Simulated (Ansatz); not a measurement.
This geometry of F2H2S2Si (7 atoms, charge 0, multiplicity 1) is a first-order saddle point.

Theory: UKS PBE/def2-SVP in Ansatz.

```xyz
7
Properties=species:S:1:pos:R:3
Si -0.541 -0.226 0.644
S 0.832 -0.347 -1.329
S -1.449 1.499 0.209
H -0.035 0.835 -1.218
F -1.275 -1.676 0.619
F 0.597 -0.383 1.800
H 1.872 0.298 -0.723
```

Which two structures does it join? (They come from a converged band through this point; their orientation in space is the band's.)

Bonds broken: S3–H4. Bonds formed: S2–H4.

Image 0:

```xyz
7
Properties=species:S:1:pos:R:3
Si -0.176 -0.364 0.453
S 1.342 -0.913 -0.937
S -1.035 1.559 0.134
H -1.196 1.330 -1.200
F -1.255 -1.576 0.364
F 0.343 -0.322 1.993
H 1.977 0.286 -0.806
```

Image 6:

```xyz
7
Properties=species:S:1:pos:R:3
Si -0.641 -0.160 0.805
S 0.782 -0.363 -1.303
S -1.642 1.520 0.701
H 0.245 0.783 -1.811
F -1.257 -1.658 0.626
F 0.681 -0.429 1.727
H 1.832 0.306 -0.745
```

How far does it lie above each of them?

1.30 eV above the first and 0.10 eV above the second. This is the barrier of this one path; another mechanism may lie lower. The orbitals were unrestricted but ended closed-shell.

Time of the run: 2.2 min on 2 threads of AMD EPYC 7R43 64-Core Processor (Zen 3), on a shared host, peak memory 0.19 GiB.
